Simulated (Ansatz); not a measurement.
B(Me)(SiH3)2 (CH₉BSi₂), SMILES B([SiH3])(C)[SiH3].

Geometry optimised at ωB97X-D3(BJ)/def2-SVP. The structure was generated by enumeration, and PubChem lists no compound with its InChIKey, so it may never have been made.

Two levels are set side by side: PBE/def2-SVPD (Ansatz, a first-principles code) and CAM-B3LYP/def2-SVPD (Ansatz). Energy differences of separate SCF runs at the same geometry; the states with an electron removed or added have multiplicity 2 and 2. Differences are taken from unrounded values.

| quantity | CAM-B3LYP | PBE | PBE minus CAM-B3LYP |
|---|---|---|---|
| vertical ionisation energy (eV) | 9.45 | 9.07 | -0.37 |
| vertical electron affinity (eV) | 0.57 | 0.71 | 0.14 |
| vertical singlet–triplet gap (eV) | 3.05 | 2.71 | -0.34 |
